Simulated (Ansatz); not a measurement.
BrHSi (SMILES [SiH]Br) moved off its minimum; all values from Ansatz (a first-principles code), cores frozen in correlated methods.
(charge 0, multiplicity 1)
```xyz
3

Si    -1.03099    -0.77411     0.99697
H     -2.00234    -1.14985    -0.00911
Br     0.24180     0.26490    -0.54263
```

Forces at HF/def2-TZVPP (eV/Å):

```json
[
 {"atom": "Si1", "Fx": "0.640", "Fy": "0.264", "Fz": "0.574"},
 {"atom": "H2", "Fx": "-0.872", "Fy": "-0.404", "Fz": "-0.557"},
 {"atom": "Br3", "Fx": "0.233", "Fy": "0.139", "Fz": "-0.017"}
]
```

Q: Give the forces (eV/Å), the total energy and the dipole at CCSD(T)/def2-TZVPPD.

A: 
```csv
atom,Fx,Fy,Fz
Si1,0.773,0.317,0.707
H2,-0.932,-0.409,-0.710
Br3,0.159,0.092,0.003
```
Energy -2862.2380 hartree, dipole 1.19 D.

Doubts at one or more of the structures used: a restricted determinant that unrestricted orbitals would lower (CCSD(T)/def2-TZVPPD).
